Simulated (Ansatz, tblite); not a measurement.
Removing and adding an electron: (HBe-mu-OH)2 (Be₂O₂H₄). Total charge 0; singlet. Geometry: r2SCAN-D4/def2-TZVP. Ansatz, gas phase; energy differences of separate SCF runs; the oxidised species was run as a doublet alone; the reduced species was run as a doublet alone.

Cartesian coordinates in Å:
```
Be 0.542 0.920 -0.344
H 1.204 2.021 -0.753
O -0.292 0.523 0.938
Be -0.544 -0.919 0.343
H -1.190 -2.027 0.761
O 0.277 -0.517 -0.945
H -0.526 0.964 1.749
H 0.528 -0.965 -1.748
```

The xTB rows come from tblite. Correlated methods freeze 2 core orbitals. In CCSD on the charge -1 doublet the largest single amplitude is 0.61, so its Hartree–Fock determinant may place the open shell otherwise than the density functionals do. HOMO above LUMO, or a gap near zero within one spin, warns that the state may not be the lowest or that an electron is smeared out.

Problem. Estimate orbital energies and vertical ionisation energies and electron affinities at: GFN1-xTB; GFN2-xTB; PBE-D4/def2-TZVP; PBE-D4/def2-TZVPD; r2SCAN-D4/def2-TZVP; r2SCAN-D4/def2-TZVPD; PBE0-D4/def2-TZVP; PBE0-D4/def2-TZVPD; CCSD/def2-TZVPD; CCSD/def2-TZVPP; CCSD(T)/def2-TZVPD; CCSD(T)/def2-TZVPP.

Solution. 
```
               level  −HOMO (eV)  vertical IE (eV)  −LUMO (eV)  vertical EA (eV)  HOMO–LUMO gap (eV)  IE − EA (eV)                                                                   remarks
            GFN1-xTB       11.18             14.38        3.22              0.07                7.96         14.32                                                                         –
            GFN2-xTB       11.05             14.15        3.96              0.33                7.10         13.82                                                                         –
    PBE-D4/def2-TZVP        6.57              9.75        0.71                 –                5.86             –                                                                         –
   PBE-D4/def2-TZVPD        6.59                 –        0.90             -0.38                5.69             –  HOMO above zero (-1 doublet), gap within one spin near zero (-1 doublet)
 r2SCAN-D4/def2-TZVP        6.87              9.90       -0.09                 –                6.96             –                                                                         –
r2SCAN-D4/def2-TZVPD        6.89                 –        0.18             -0.54                6.70             –  HOMO above zero (-1 doublet), gap within one spin near zero (-1 doublet)
   PBE0-D4/def2-TZVP        7.91             10.20       -0.01                 –                7.92             –                                                                         –
  PBE0-D4/def2-TZVPD        7.93                 –        0.24             -0.54                7.68             –                                              HOMO above zero (-1 doublet)
     CCSD/def2-TZVPD           –                 –           –             -0.83                   –             –               HOMO above zero (-1 doublet), large T1 (0.090) (-1 doublet)
     CCSD/def2-TZVPP           –             10.97           –                 –                   –             –                                             large T1 (0.062) (+1 doublet)
  CCSD(T)/def2-TZVPD           –                 –           –             -0.79                   –             –               HOMO above zero (-1 doublet), large T1 (0.090) (-1 doublet)
  CCSD(T)/def2-TZVPP           –             10.89           –                 –                   –             –                                             large T1 (0.062) (+1 doublet)
```

Run but left out: HF/def2-TZVPP, MP2/def2-TZVPP (charge +1 doublet: a determinant that CCSD turns far, T1 0.062); HF/def2-TZVPD, MP2/def2-TZVPD (charge -1 doublet: a determinant that CCSD turns far, T1 0.090).   A HOMO above zero means that the electron is unbound at that level or that self-interaction error raises the level; the energy of removing that electron tells which. Raw xTB energy differences between charge states are shifted by several eV; the methods need an empirical correction for them. A negative affinity means that the extra electron isn't bound; its size then hangs on the basis.
